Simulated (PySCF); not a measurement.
# W (tungsten, neutral) across methods

[Xe] 4f14 5d5 6s1, high-spin 7S determinant (an excited configuration). Calculation: PySCF 2.14, in aug-cc-pVTZ-PP with ECP60MDF (6s6p5d3f2g, 88 functions); a scalar-relativistic core potential. The B2PLYP total includes its PT2 part (frozen core); its orbital energies are those of the SCF part.

| method | E (hartree) | mean ε 5p β (eV) | mean ε 6s α (eV) | mean ε 5d α (eV) | Σ⟨r²⟩ (bohr²) | ⟨S²⟩ |
| --- | --- | --- | --- | --- | --- | --- |
| PBE | -67.3377 | -38.819 | -5.688 | -4.161 | 53.97 | 12.001 |
| B2PLYP | -67.0982 | -42.928 | -6.742 | -6.252 | 53.47 | 12.002 |
| UHF | -66.72302 | -46.066 | -7.887 | -8.406 | 53.21 | 12.006 |
| BP86 | -67.4073 | -39.084 | -5.828 | -4.247 | 53.92 | 12.001 |
| M06 | -67.2473 | -40.865 | -5.842 | -5.033 | 54.02 | 12.001 |
| LDA | -67.1556 | -38.869 | -5.902 | -4.269 | 54.22 | 12.000 |
| TPSSh | -67.2896 | -39.817 | -5.893 | -4.560 | 53.63 | 12.001 |
| PBE0 | -67.3002 | -40.856 | -6.329 | -5.311 | 53.35 | 12.002 |

Task: Estimate the same row for r2SCAN.

Result: E (hartree) = -67.3513; mean ε 5p β (eV) = -39.347; mean ε 6s α (eV) = -6.030; mean ε 5d α (eV) = -4.387; Σ⟨r²⟩ (bohr²) = 53.09; ⟨S²⟩ = 12.002.

Energies and moments cover only the electrons outside the core potential. Spin-orbit coupling, which splits the p, d and f shells strongly at this Z, is absent.
